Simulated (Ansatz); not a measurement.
Consider the formal loss of a carbene: `C[O][SnH2][NH2]` → `[CH2]` (triplet) + `[NH2][SnH2][OH]`.

Program: Ansatz. Geometries: PBE0-D4/def2-TZVP. ΔE: electronic, gas phase. CCSD(T)/CBS adds triple-zeta CCSD(T) − MP2 to the extrapolated MP2 energy (def2 sets, frozen cores). This one scheme is used for every species. DFT in def2-TZVPP. Triplets are unrestricted, without spin–orbit coupling. def2 core potentials past Kr. For Sn outer-core shells are correlated without core-valence functions, which leaves a few kJ/mol of doubt a bond. One conformer a species, not always the lowest.

| level | ΔE (eV) |
| --- | --- |
| r2SCAN0-D4 | 3.69 |
| PBE-QIDH | 3.91 |
| HF/def2-SVP | 2.71 |
| MP2/CBS(def2) | 4.04 |

Q: What does CCSD(T)/CBS give? (Estimate.)

A: The calculation gave: +3.96 eV. The listed levels differ from it by -0.27, -0.05, -1.25, 0.08 eV.

Largest T1 diagnostic among the species: 0.013.

Leaving LDA and LC-ωPBE aside and taking each functional with its dispersion term where it has one, the values, not all of them listed here, spread over 0.43 eV, from r2SCAN0-D4 to ωB97X-V. LDA lies +0.74 eV from PBE without D4. In def2-TZVPP, CCSD(T) changes the Hartree–Fock value by +1.34 eV (the triples alone add +0.11 eV) and MP2 by +1.42 eV.
